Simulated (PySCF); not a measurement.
[Hf(Br)4] (charge 0, multiplicity 1)

Method: PySCF with TPSSh-D3(BJ)/def2-TZVP // TPSS-D3(BJ)/def2-SVP.

- HOMO = -8.27 eV
- dipole moment = 0.000 e·Å
- HOMO–LUMO gap = 5.40 eV
- LUMO = -2.86 eV
- charge on the central atom (Mulliken) = 1.20 e
- total energy = -10344.6308 Ha
- cost = roughly 14 core-minutes

```xyz
5

Hf    -0.0036    -0.0058    -0.0046
Br     2.1336     0.8147     0.9633
Br    -1.5408     1.9133    -0.3680
Br     0.4493    -1.1255    -2.1771
Br    -1.0564    -1.6248     1.5607
```
